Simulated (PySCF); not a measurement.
PySCF 2.14 output of an unrestricted B3LYP calculation on a single atom or ion in aug-cc-pV(D+d)Z (5s4p3d, 32 functions), with the non-relativistic Hamiltonian (point nucleus):

```
SCF conv_tol = 1e-09
number electrons alpha = 8  beta = 6
    P. J. Stephens, F. J. Devlin, C. F. Chabalowski, and M. J. Frisch.,  J. Phys. Chem. 98, 11623 (1994)
cycle= 1 E= -289.389822524885  delta_E= -0.00342  |g|= 0.00766  |ddm|= 0.356
cycle= 2 E= -289.389900199129  delta_E= -7.77e-05  |g|= 0.00188  |ddm|= 0.0496
cycle= 3 E= -289.389904605738  delta_E= -4.41e-06  |g|= 0.000649  |ddm|= 0.0182
cycle= 4 E= -289.389905024761  delta_E= -4.19e-07  |g|= 6.51e-05  |ddm|= 0.0043
cycle= 5 E= -289.389905030723  delta_E= -5.96e-09  |g|= 3.2e-06  |ddm|= 0.000232
cycle= 6 E= -289.389905030739  delta_E= -1.64e-11  |g|= 7.85e-08  |ddm|= 3.55e-05
converged SCF energy = -289.389905030739  <S^2> = 2.0038748  2S+1 = 3.0025821
```

The run itself started from symmetry-adapted Hartree-Fock orbitals and held the occupation by maximum overlap, on a logarithmic radial grid, so the iterations belong to that start.

Problem. Which element, charge and spin multiplicity is this?

Solution. Si (silicon, neutral), multiplicity 3; the state was [Ne] 3s2 3p2, high-spin 3P determinant.
